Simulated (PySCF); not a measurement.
PySCF input for dimethyl telluride cation (C₂H₆Te), SMILES C[Te]C (connectivity only; charge and spin as stated), charge +1, multiplicity 2, TDA-PBE/def2-SVPD. Geometry optimised at B3LYP-D3(BJ)/def2-SVP. The spin state was assumed, not searched. The def2 effective core potentials stand for the cores of Te; spin–orbit coupling is left out.

```python
import numpy as np
from pyscf import gto, scf, dft, tdscf

mol = gto.M(
    atom='''
    C     1.59783239   -0.00000000    1.05076551
    Te   -0.00000000   -0.00000000   -0.39006035
    C    -1.59783238    0.00000000    1.05076552
    H     1.49451785    0.90456158    1.66828274
    H     2.54744970    0.00000000    0.50041041
    H     1.49451784   -0.90456156    1.66828275
    H    -1.49451784    0.90456157    1.66828274
    H    -2.54744970   -0.00000000    0.50041041
    H    -1.49451784   -0.90456157    1.66828275
    ''',
    basis='def2-SVPD',
    ecp={'Te': 'def2-svp'},
    charge=1,
    spin=1,
    max_memory=1600,
    verbose=4,
)
mf = dft.UKS(mol, xc='pbe').density_fit(auxbasis='def2-universal-jkfit')
mf.grids.level = 3
mf.conv_tol = 1e-9
mf.max_cycle = 100
mf.kernel()
fine, coarse = mf.grids, dft.Grids(mol).set(level=1).build(with_non0tab=True)
for _ in range(3):  # follow internal instabilities
    mf.grids = coarse
    mo, _, stable, _ = mf.stability(return_status=True, nroots=4)
    mf.grids = fine
    if stable:
        break
    mf.kernel(mf.make_rdm1(mo, mf.mo_occ))
mf.grids = dft.Grids(mol).set(level=1).build(with_non0tab=True)  # coarser grid for the response kernel
td = tdscf.TDA(mf)
td.nstates = 10
td.conv_tol = 1e-4
td.positive_eig_threshold = 1e-6
td.kernel(x0=td.get_init_guess(mf, 15))
td.analyze(verbose=3)
```

It prints:

```
PySCF version 2.14.0

[INPUT] verbose = 4
[INPUT] num. atoms = 9
[INPUT] num. electrons = 41
[INPUT] charge = 1
[INPUT] spin (= nelec alpha-beta = 2S) = 1
[INPUT] symmetry False subgroup None
[INPUT] Mole.unit = angstrom
[INPUT] Symbol           X                Y                Z      unit          X                Y                Z       unit  Magmom
[INPUT]  1 C      1.597832390000   0.000000000000   1.050765510000 AA    3.019465610059   0.000000000000   1.985659035039 Bohr   0.0
[INPUT]  2 Te     0.000000000000   0.000000000000  -0.390060350000 AA    0.000000000000   0.000000000000  -0.737107233552 Bohr   0.0
[INPUT]  3 C     -1.597832380000   0.000000000000   1.050765520000 AA   -3.019465591162   0.000000000000   1.985659053936 Bohr   0.0
[INPUT]  4 H      1.494517850000   0.904561580000   1.668282740000 AA    2.824229424774   1.709373649004   3.152597476939 Bohr   0.0
[INPUT]  5 H      2.547449700000   0.000000000000   0.500410410000 AA    4.813982249105   0.000000000000   0.945638624781 Bohr   0.0
[INPUT]  6 H      1.494517840000  -0.904561560000   1.668282750000 AA    2.824229405877  -1.709373611209   3.152597495836 Bohr   0.0
[INPUT]  7 H     -1.494517840000   0.904561570000   1.668282740000 AA   -2.824229405877   1.709373630107   3.152597476939 Bohr   0.0
[INPUT]  8 H     -2.547449700000   0.000000000000   0.500410410000 AA   -4.813982249105   0.000000000000   0.945638624781 Bohr   0.0
[INPUT]  9 H     -1.494517840000  -0.904561570000   1.668282750000 AA   -2.824229405877  -1.709373630107   3.152597495836 Bohr   0.0

nuclear repulsion = 130.750455583626
number of shells = 53
number of NR pGTOs = 190
number of NR cGTOs = 123
basis = def2-SVPD
ecp = {'Te': 'def2-svp'}


[settings echo left out]
init E= -319.582538227768
  alpha nocc = 21  HOMO = -0.780095466417052  LUMO = -0.655544813728874
  beta  nocc = 20  HOMO = -0.78522940892088  LUMO = -0.780095466417054

WARN: HOMO -0.780095466417052 >= LUMO -0.780095466417054

cycle= 1 E= -344.725001818913  delta_E= -25.1  |g|= 2.34  |ddm|=  7.8
  alpha nocc = 21  HOMO = -0.217670771159444  LUMO = -0.188282571825017
  beta  nocc = 20  HOMO = -0.243902730290193  LUMO = -0.209683746578252
  HOMO = -0.217670771159  LUMO = -0.209683746578  gap/eV = 0.21734
cycle= 2 E= -340.795825989491  delta_E= 3.93  |g|=    3  |ddm|= 8.38
  alpha nocc = 21  HOMO = -0.45973906069022  LUMO = -0.284571148667586
  beta  nocc = 20  HOMO = -0.505004930489852  LUMO = -0.457792034726754
  HOMO = -0.45973906069  LUMO = -0.457792034727  gap/eV = 0.05298
cycle= 3 E= -347.152165266398  delta_E= -6.36  |g|= 0.537  |ddm|=  4.8
  alpha nocc = 21  HOMO = -0.42939124657992  LUMO = -0.267265799328581
  beta  nocc = 20  HOMO = -0.511528592135416  LUMO = -0.401715953325771
  HOMO = -0.42939124658  LUMO = -0.401715953326  gap/eV = 0.75308
cycle= 4 E= -347.126047654676  delta_E= 0.0261  |g|= 0.62  |ddm|= 1.25
  alpha nocc = 21  HOMO = -0.425848960914912  LUMO = -0.23863280599568
  beta  nocc = 20  HOMO = -0.471835296150109  LUMO = -0.386256692639375
  HOMO = -0.425848960915  LUMO = -0.386256692639  gap/eV = 1.07736
cycle= 5 E= -347.358027853148  delta_E= -0.232  |g|= 0.0888  |ddm|= 0.691
  alpha nocc = 21  HOMO = -0.443621168722602  LUMO = -0.255721757143384
  beta  nocc = 20  HOMO = -0.486739090528928  LUMO = -0.39917155356291
  HOMO = -0.443621168723  LUMO = -0.399171553563  gap/eV = 1.20954
cycle= 6 E= -347.362796640693  delta_E= -0.00477  |g|= 0.0165  |ddm|= 0.155
  alpha nocc = 21  HOMO = -0.443144094372595  LUMO = -0.253311124490697
  beta  nocc = 20  HOMO = -0.484780849313591  LUMO = -0.396128813876665
  HOMO = -0.443144094373  LUMO = -0.396128813877  gap/eV = 1.27935
cycle= 7 E= -347.362987086855  delta_E= -0.00019  |g|= 0.0031  |ddm|= 0.0311
  alpha nocc = 21  HOMO = -0.443129964241553  LUMO = -0.253362583827556
  beta  nocc = 20  HOMO = -0.484756675451655  LUMO = -0.395835492499682
  HOMO = -0.443129964242  LUMO = -0.3958354925  gap/eV = 1.28695
cycle= 8 E= -347.362993222144  delta_E= -6.14e-06  |g|= 0.000782  |ddm|= 0.00583
  alpha nocc = 21  HOMO = -0.443252257659775  LUMO = -0.253395387299037
  beta  nocc = 20  HOMO = -0.484813715235026  LUMO = -0.395805702936167
  HOMO = -0.44325225766  LUMO = -0.395805702936  gap/eV = 1.29109
cycle= 9 E= -347.362993790425  delta_E= -5.68e-07  |g|= 0.000249  |ddm|= 0.00195
  alpha nocc = 21  HOMO = -0.443271920632068  LUMO = -0.253415052720467
  beta  nocc = 20  HOMO = -0.484835818965108  LUMO = -0.395807770061252
  HOMO = -0.443271920632  LUMO = -0.395807770061  gap/eV = 1.29157
cycle= 10 E= -347.362993857024  delta_E= -6.66e-08  |g|= 6.77e-05  |ddm|= 0.000635
  alpha nocc = 21  HOMO = -0.443259741088546  LUMO = -0.253402435176495
  beta  nocc = 20  HOMO = -0.484820558789686  LUMO = -0.3957930045989
  HOMO = -0.443259741089  LUMO = -0.395793004599  gap/eV = 1.29164
cycle= 11 E= -347.362993862043  delta_E= -5.02e-09  |g|= 2.72e-05  |ddm|= 0.000194
  alpha nocc = 21  HOMO = -0.44326481817963  LUMO = -0.253406089860114
  beta  nocc = 20  HOMO = -0.48482549697963  LUMO = -0.395799124388006
  HOMO = -0.44326481818  LUMO = -0.395799124388  gap/eV = 1.29161
cycle= 12 E= -347.362993862573  delta_E= -5.29e-10  |g|= 3.78e-06  |ddm|= 6.8e-05
  alpha nocc = 21  HOMO = -0.443264138223036  LUMO = -0.253406004430206
  beta  nocc = 20  HOMO = -0.484825490378377  LUMO = -0.395798639019745
  HOMO = -0.443264138223  LUMO = -0.39579863902  gap/eV = 1.29160
Extra cycle  E= -347.362993862581  delta_E= -8.01e-12  |g|= 3.51e-06  |ddm|= 1.32e-05
converged SCF energy = -347.362993862581  <S^2> = 0.7527291  2S+1 = 2.0027272
tot grids = 33224
uhf_internal: lowest eigs of H = [0.78759461 0.79896416 0.80683416 0.81572509]
<class 'pyscf.df.df_jk.DFUKS'> wavefunction is stable in the internal stability analysis
tot grids = 33224
Overwritten attributes  positive_eig_threshold  of <class 'pyscf.tdscf.uks.TDA'>


******** <class 'pyscf.tdscf.uks.TDA'> for <class 'pyscf.df.df_jk.DFUKS'> ********
nstates = 10
deg_eia_thresh = 1.000e-03
wfnsym = None
conv_tol = 0.0001
eigh lindep = 1e-12
eigh level_shift = 0
eigh max_cycle = 100


Excitation energies (eV)
[2.47251229 3.22000839 4.68770583 4.71309355 5.00331094 5.06282513
 5.15648523 5.75268644 5.83617088 6.34804849]

** Excitation energies and oscillator strengths **
Excited State   1:      2.47251 eV    501.45 nm  f=0.0016
Excited State   2:      3.22001 eV    385.04 nm  f=0.0000
Excited State   3:      4.68771 eV    264.49 nm  f=0.0144
Excited State   4:      4.71309 eV    263.06 nm  f=0.0000
Excited State   5:      5.00331 eV    247.80 nm  f=0.0000
Excited State   6:      5.06283 eV    244.89 nm  f=0.0016
Excited State   7:      5.15649 eV    240.44 nm  f=0.0142
Excited State   8:      5.75269 eV    215.52 nm  f=0.0000
Excited State   9:      5.83617 eV    212.44 nm  f=0.0018
Excited State  10:      6.34805 eV    195.31 nm  f=0.0001
```

The calculation finished and met its thresholds.

Cost: very roughly 2.7 core-minutes.
